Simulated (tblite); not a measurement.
Compound: C5H11F3N2.
Geometry (GFN2-xTB, Å), atoms numbered from 1 in this order:
```xyz
21
C5H11F3N2 angstrom
C      3.1539   -0.4607    0.1777
C      2.3590    0.8345    0.0889
C      0.9041    0.6349    0.5055
N      0.2508   -0.2802   -0.4148
N     -0.9930   -0.7306    0.0575
C     -2.1096    0.1805   -0.1470
C     -3.3889   -0.4573    0.3605
F     -4.4375    0.3709    0.2221
F     -3.6946   -1.5736   -0.3200
F     -3.3320   -0.7943    1.6500
H      3.1904   -0.8118    1.2056
H      2.6811   -1.2267   -0.4296
H      4.1713   -0.3078   -0.1736
H      2.8067    1.5905    0.7361
H      2.3878    1.2123   -0.9360
H      0.8542    0.1696    1.4918
H      0.4040    1.6163    0.5609
H      0.1859    0.1400   -1.3470
H     -1.1856   -1.6366   -0.3633
H     -2.2778    0.4551   -1.2051
H     -1.9391    1.0919    0.4341
```

Computed with GFN2-xTB (tblite): harmonic, unscaled wavenumbers at the GFN2-xTB geometry, gas phase. Against measured fundamentals such values can be off by several per cent, at times by over 20. One conformer, not necessarily the lowest.

Harmonic wavenumbers (cm⁻¹): 29.6, 31.5, 49.1, 100.8, 127.1, 153.3, 182.0, 269.0, 310.8, 328.5, 361.9, 388.0, 474.7, 493.6, 514.0, 613.4, 778.5, 788.6, 843.0, 849.8, 921.8, 933.7, 951.5, 997.0, 1050.4, 1076.1, 1088.2, 1109.2, 1121.9, 1158.5, 1172.8, 1191.6, 1203.5, 1229.8, 1263.6, 1303.0, 1334.0, 1347.0, 1391.3, 1408.0, 1415.1, 1444.0, 1480.7, 1486.9, 1494.2, 1503.7, 2809.1, 2826.7, 2966.8, 2970.1, 2987.8, 2991.6, 3041.0, 3045.9, 3061.9, 3199.3, 3331.0.

A = 3627, B = 455.3, C = 447.4 MHz; mass 156.087 u (most abundant isotopes); point group C1, symmetry number 1.

Task: What is the zero-point energy?

Result: ½Σν̃ = 36498 cm⁻¹ = 436.61 kJ/mol.

Task: What is S at 273.15 K and 1 bar for an ideal gas of classical rigid rotors and harmonic oscillators?

Result: Translation 170.02, rotation 126.33, vibration 149.47: S = 445.8 J/(mol K).

Task: And Cp and H(273.15 K) − H(0)?

Result: Cp = 165.88 J/(mol K), of which vibrations give 132.62 (their classical limit is 57 R = 473.9); H(273.15 K) − H(0) = 28.68 kJ/mol without the zero-point energy, 19.60 from vibrations.

Task: Blend soft modes into free rotors: weight 1/[1 + (100 cm⁻¹/ν̃)⁴] for the oscillator and the rest for a rotor with moment μB/(μ + B), μ = h/(8π²ν), B = 10⁻⁴⁴ kg m². What vibrational entropy results?

Result: 129.46 J/(mol K) in place of 149.47, which changes −T·S at 273.15 K by +5.47 kJ/mol.

Task: Which modes carry the vibrational entropy at 273.15 K?

Result: 29.6 cm⁻¹: 23.77; 31.5 cm⁻¹: 23.26; 49.1 cm⁻¹: 19.58; 100.8 cm⁻¹: 13.68; 127.1 cm⁻¹: 11.80; 153.3 cm⁻¹: 10.31 J/(mol K); the other 51 give 47.06 together.

Task: What must be added to the electronic energy to get the Gibbs energy at 273.15 K and 1 bar?

Result: ZPE + [H(273.15 K) − H(0)] − T·S = 436.61 + 28.68 − 121.78 = 343.51 kJ/mol.

Task: How do the functions run with temperature in this model?

Result: 
```
T (K)  S (J/(mol K))  Cp (J/(mol K))  H − H(0) (kJ/mol)  G − H(0) (kJ/mol)  ln q(vib)
  100          323.1            91.1               6.48             -25.82       3.44
  200          399.5           133.5              17.75             -62.15       6.98
  300          461.9           178.3              33.30            -105.28      10.19
  500          574.0           264.3              77.93            -209.10      16.24
  800          718.2           348.0             170.95            -403.64      24.74
 1000          799.9           383.6             244.29            -555.63      29.99
```

q(vib) and H(0) count from the zero-point level.

Hindered rotation and anharmonicity are outside this model. Other conformers, if any are populated, would add a mixing term that is left out. The structure is chiral; the term R ln 2 for an equal mix with its mirror image is left out.

Hardware: an Intel Xeon 6975P-C with one thread, no GPU, on a shared host. Cost: 0.69 s of wall time. The figure is for the frequency step alone.
